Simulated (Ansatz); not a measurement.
```xyz
14

C     1.262    1.008    0.656
C    -0.129    0.385    0.573
C    -1.113    1.346   -0.089
Zn   -0.100   -1.360   -0.303
N    -0.052   -2.925   -1.240
H     1.228    1.972    1.181
H     1.974    0.373    1.191
H     1.680    1.204   -0.336
H    -0.476    0.199    1.597
H    -0.836    1.560   -1.126
H    -2.136    0.958   -0.099
H    -1.135    2.309    0.439
H    -0.893   -3.475   -1.330
H     0.727   -3.554   -1.113
```

Charge 0, multiplicity 1.

Task: List the r2SCAN/def2-TZVPP orbital energies in eV (Ansatz 0.2.0). (An estimate is asked.)

Result: Ansatz gave: Occupied: -9434.50, -1143.92, -1006.54, -1006.51, -1006.44, -384.11, -272.81, -272.68, -272.67, -129.83, -85.66, -85.59, -85.44, -20.90, -20.10, -17.57, -14.62, -12.11, -12.00, -11.68, -11.46, -11.46, -10.95, -10.79, -10.70, -9.87, -9.41, -8.59, -8.30, -8.17, -6.15, -5.46. Lowest empty: -0.36, -0.29, 0.11, 1.53, 2.47, 2.75, 3.05, 3.22.
